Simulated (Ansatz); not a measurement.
`C[O][In]([CH3])[OH]`. Charge 0, multiplicity 1. In: def2 effective core potential.

| atom | x (Å) | y (Å) | z (Å) |
| --- | --- | --- | --- |
| C1 | -1.053 | 0.732 | 1.737 |
| O2 | -1.244 | 0.819 | 0.355 |
| In3 | -0.046 | -0.018 | -0.997 |
| C4 | 1.736 | -1.098 | -0.578 |
| O5 | -0.841 | 0.377 | -2.765 |
| H6 | -1.174 | 1.722 | 2.195 |
| H7 | -1.795 | 0.064 | 2.196 |
| H8 | -0.058 | 0.362 | 2.030 |
| H9 | 1.503 | -1.952 | 0.059 |
| H10 | 2.181 | -1.446 | -1.508 |
| H11 | 2.439 | -0.450 | -0.056 |
| H12 | -1.649 | 0.887 | -2.668 |

(1) What are the harmonic wavenumbers in cm⁻¹ at PBE0-D4/def2-TZVP (Ansatz, finite differences of forces, unscaled)? (An estimate is asked.)

## Answers

(1) Ansatz gave: 13, 39, 77, 86, 107, 130, 220, 359, 507, 534, 610, 727, 741, 826, 1126, 1173, 1195, 1200, 1450, 1452, 1478, 1486, 1499, 2962, 3019, 3042, 3075, 3169, 3181, 3881.
